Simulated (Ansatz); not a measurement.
Ansatz (a quantum-chemistry and plane-wave program) input (B3LYP-D3(BJ)/def2-TZVP):

Ansatz 0.2 input:
```yaml
crystal:
  periodic: [false, false, false]
  atoms:
    - {symbol: C, position_ang: [-1.06167031, -0.11517331, -0.01572143]}
    - {symbol: C, position_ang: [0.40709582, 0.22015787, -0.00716489]}
    - {symbol: C, position_ang: [1.28852289, -0.77649653, 0.09669124]}
    - {symbol: Cl, position_ang: [3.02251585, -0.05199134, 0.07957369]}
    - {symbol: H, position_ang: [-1.54569085, 0.22511218, -0.94013269]}
    - {symbol: H, position_ang: [-1.58714355, 0.36147136, 0.82189479]}
    - {symbol: H, position_ang: [-1.19554877, -1.19440294, 0.06492937]}
    - {symbol: H, position_ang: [0.60664162, 1.30093192, -0.09066479]}
basis:
  gaussian:
    orbitals: def2-TZVP
hamiltonian:
  xc: b3lyp
  dispersion: d3bj
total_charge: -1
relax: {f_tol: 0.002, max_steps: 150}
```

Output:

```
Functional definition: B3LYP
integrals: 0.06 GiB planned
979 factors; their error is unknown
mean field: 0.61 GiB planned
mean field evaluation 1: about -15694.5786 eV, gradient 4.6e1 eV
mean field evaluation 2: about -15687.4848 eV, gradient 6.8e1 eV
mean field evaluation 4: about -15699.7351 eV, gradient 3.5e0 eV
mean field evaluation 8: about -15699.7842 eV, gradient 4.1e-1 eV
mean field evaluation 16: about -15699.7844 eV, gradient 2.1e-5 eV
mean field -15699.78442325 eV, -576.9564358583 hartree, gradient 2.1e-5 eV, S^2 0.000000; 0 other end points of the search recorded, 0 dependent functions left out
the calculation of the forces begins
reference -15699.78466189 eV, -576.9564446283 hartree; 20, 20 occupied and 134, 134 virtual orbitals, 979 factors
relax step   1: F+E_penalty+E_count = -15700.04130677 eV  Δ(F+E_penalty+E_count) = +0.000e0 eV  max|allowed force component| = 5.074e-1 eV/Å  Δτ_max = 0.0000 Å  (29 SCF iters, accepted)
these checks for a lower state are left out or cut short: starts, cluster_reference, orbital_swaps, neighbouring_geometries, increment
integrals: 0.06 GiB planned
979 factors; their error is unknown
mean field: 0.61 GiB planned
mean field -15699.80400439 eV, -576.9571554519 hartree, gradient 8.6e-6 eV, S^2 0.000000; 0 other end points of the search recorded, 0 dependent functions left out
the calculation of the forces begins
reference -15699.80424422 eV, -576.9571642656 hartree; 20, 20 occupied and 134, 134 virtual orbitals, 979 factors
relax step   2: F+E_penalty+E_count = -15700.05969167 eV  Δ(F+E_penalty+E_count) = -1.838e-2 eV  max|allowed force component| = 2.875e-1 eV/Å  Δτ_max = 0.0267 Å  (34 SCF iters, accepted)
these checks for a lower state are left out or cut short: starts, cluster_reference, orbital_swaps, neighbouring_geometries, increment
integrals: 0.06 GiB planned
979 factors; their error is unknown
mean field: 0.61 GiB planned
mean field -15699.81499820 eV, -576.9575594670 hartree, gradient 9.7e-6 eV, S^2 0.000000; 0 other end points of the search recorded, 0 dependent functions left out
the calculation of the forces begins
reference -15699.81523881 eV, -576.9575683093 hartree; 20, 20 occupied and 134, 134 virtual orbitals, 979 factors
relax step   3: F+E_penalty+E_count = -15700.07032256 eV  Δ(F+E_penalty+E_count) = -1.063e-2 eV  max|allowed force component| = 1.841e-1 eV/Å  Δτ_max = 0.0376 Å  (32 SCF iters, accepted)
these checks for a lower state are left out or cut short: starts, cluster_reference, orbital_swaps, neighbouring_geometries, increment
integrals: 0.06 GiB planned
979 factors; their error is unknown
mean field: 0.61 GiB planned
mean field evaluation 32: about -15699.7925 eV, gradient 1.2e0 eV
mean field -15699.81773444 eV, -576.9576600221 hartree, gradient 9.1e-6 eV, S^2 0.000000; 0 other end points of the search recorded, 0 dependent functions left out
the calculation of the forces begins
reference -15699.81797557 eV, -576.9576688833 hartree; 20, 20 occupied and 134, 134 virtual orbitals, 979 factors
relax step   4: F+E_penalty+E_count = -15700.07289637 eV  Δ(F+E_penalty+E_count) = -2.574e-3 eV  max|allowed force component| = 7.446e-2 eV/Å  Δτ_max = 0.0165 Å  (34 SCF iters, accepted)
these checks for a lower state are left out or cut short: starts, cluster_reference, orbital_swaps, neighbouring_geometries, increment
integrals: 0.06 GiB planned
979 factors; their error is unknown
mean field: 0.61 GiB planned
mean field -15699.81770593 eV, -576.9576589742 hartree, gradient 1.4e-5 eV, S^2 0.000000; 0 other end points of the search recorded, 0 dependent functions left out
the calculation of the forces begins
reference -15699.81794706 eV, -576.9576678357 hartree; 20, 20 occupied and 134, 134 virtual orbitals, 979 factors
relax step   5: F+E_penalty+E_count = -15700.07287097 eV  Δ(F+E_penalty+E_count) = +2.540e-5 eV  max|allowed force component| = 6.769e-2 eV/Å  Δτ_max = 0.0018 Å  (34 SCF iters, rejected (line search))
these checks for a lower state are left out or cut short: starts, cluster_reference, orbital_swaps, neighbouring_geometries, increment
integrals: 0.06 GiB planned
979 factors; their error is unknown
mean field: 0.61 GiB planned
mean field -15699.81782701 eV, -576.9576634238 hartree, gradient 1.4e-5 eV, S^2 0.000000; 0 other end points of the search recorded, 0 dependent functions left out
the calculation of the forces begins
reference -15699.81806816 eV, -576.9576722859 hartree; 20, 20 occupied and 134, 134 virtual orbitals, 979 factors
relax step   6: F+E_penalty+E_count = -15700.07300151 eV  Δ(F+E_penalty+E_count) = -1.051e-4 eV  max|allowed force component| = 3.722e-2 eV/Å  Δτ_max = 0.0009 Å  (33 SCF iters, accepted)
these checks for a lower state are left out or cut short: starts, cluster_reference, orbital_swaps, neighbouring_geometries, increment
integrals: 0.06 GiB planned
979 factors; their error is unknown
mean field: 0.61 GiB planned
mean field -15699.81792030 eV, -576.9576668524 hartree, gradient 1.2e-5 eV, S^2 0.000000; 0 other end points of the search recorded, 0 dependent functions left out
the calculation of the forces begins
reference -15699.81816155 eV, -576.9576757179 hartree; 20, 20 occupied and 134, 134 virtual orbitals, 979 factors
relax step   7: F+E_penalty+E_count = -15700.07310799 eV  Δ(F+E_penalty+E_count) = -1.065e-4 eV  max|allowed force component| = 6.572e-3 eV/Å  Δτ_max = 0.0026 Å  (32 SCF iters, accepted)
these checks for a lower state are left out or cut short: starts, cluster_reference, orbital_swaps, neighbouring_geometries, increment
integrals: 0.06 GiB planned
979 factors; their error is unknown
mean field: 0.61 GiB planned
mean field evaluation 64: about -15699.8179 eV, gradient 5.2e-3 eV
mean field -15699.81791883 eV, -576.9576667983 hartree, gradient 1.4e-5 eV, S^2 0.000000; 0 other end points of the search recorded, 0 dependent functions left out
the calculation of the forces begins
reference -15699.81816007 eV, -576.9576756637 hartree; 20, 20 occupied and 134, 134 virtual orbitals, 979 factors
relax step   8: F+E_penalty+E_count = -15700.07310902 eV  Δ(F+E_penalty+E_count) = -1.036e-6 eV  max|allowed force component| = 6.649e-4 eV/Å  Δτ_max = 0.0004 Å  (34 SCF iters, accepted)
integrals: 0.06 GiB planned
979 factors; their error is unknown
mean field: 0.61 GiB planned
mean field -15699.81791883 eV, -576.9576667983 hartree, gradient 1.4e-5 eV, S^2 0.000000; 1 other end points of the search recorded, 0 dependent functions left out
the calculation of the forces begins
reference -15699.81816007 eV, -576.9576756637 hartree; 20, 20 occupied and 134, 134 virtual orbitals, 979 factors
Total energy: -15700.07335026 eV, -576.9670537302 hartree
Atom 0 at    -1.076442    -0.110322    -0.016395 Å, force    -0.000665     0.000433    -0.000165 eV/Å
Atom 1 at     0.398128     0.209397    -0.005885 Å, force     0.000346    -0.000659     0.000190 eV/Å
Atom 2 at     1.283869    -0.792325     0.095316 Å, force     0.000248    -0.000047     0.000028 eV/Å
Atom 3 at     3.071681    -0.004327     0.076321 Å, force     0.000110     0.000216    -0.000056 eV/Å
Atom 4 at    -1.571495     0.226052    -0.939155 Å, force    -0.000129     0.000054    -0.000002 eV/Å
Atom 5 at    -1.614260     0.365464     0.816730 Å, force    -0.000014     0.000029    -0.000053 eV/Å
Atom 6 at    -1.217858    -1.191201     0.065976 Å, force     0.000167     0.000047     0.000041 eV/Å
Atom 7 at     0.661100     1.266870    -0.083502 Å, force    -0.000062    -0.000072     0.000018 eV/Å
Dipole moment:    -0.443388     0.443603    -0.046049 e Å
```

It need not be the lowest isomer of its formula. Whether it binds its extra electron was not tested at this geometry.
